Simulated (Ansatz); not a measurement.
`[F][Sn][SH]` and `[F][Sn][Br]` differ in one atom or group.

Ansatz, PBE0-D4/def2-TZVP geometries, multiplicity 1. Each molecule was computed in one conformer, which needn't be the lowest.

Elements past krypton have def2 core potentials. Scalar relativity is left out up to krypton.

| property | `[F][Sn][SH]` |
| --- | --- |
| HOMO energy (PBE0/def2-TZVPP) / eV | -7.55 |
| LUMO energy (B3LYP/def2-TZVPP) / eV | -2.85 |
| HOMO–LUMO gap (ωB97M-V/def2-TZVPP) / eV | 8.68 |
| LUMO energy (ωB97M-V/def2-TZVPP) / eV | -0.87 |
| HOMO energy (PBE/def2-TZVPP) / eV | -6.48 |
| size of the dipole moment (B3LYP/def2-TZVPP) / D | 2.35 |

(1) Give the same properties after the change, and the shifts. (An estimate is asked.)

## Answers

(1) Ansatz gave: 
| property | `[F][Sn][Br]` | shift |
| --- | --- | --- |
| HOMO energy (PBE0/def2-TZVPP) / eV | -8.06 | -0.51 |
| LUMO energy (B3LYP/def2-TZVPP) / eV | -3.25 | -0.40 |
| HOMO–LUMO gap (ωB97M-V/def2-TZVPP) / eV | 8.85 | 0.17 |
| LUMO energy (ωB97M-V/def2-TZVPP) / eV | -1.25 | -0.38 |
| HOMO energy (PBE/def2-TZVPP) / eV | -6.94 | -0.46 |
| size of the dipole moment (B3LYP/def2-TZVPP) / D | 3.44 | 1.09 |

With PBE0 the HOMO falls by 0.51 eV and the LUMO falls by 0.39 eV, so the gap widens by about 0.12 eV. PBE moves the HOMO by -0.46 eV and ωB97M-V by -0.55 eV. The zero-point energy changes by -22.3 kJ/mol with -3 modes. Dipoles are sizes alone; their direction can turn.

B3LYP here is the variant with VWN-RPA as its local correlation; programs differ in this.

Spin–orbit coupling is left out; it splits and shifts lone-pair levels of the heavy atoms by tenths of an eV.
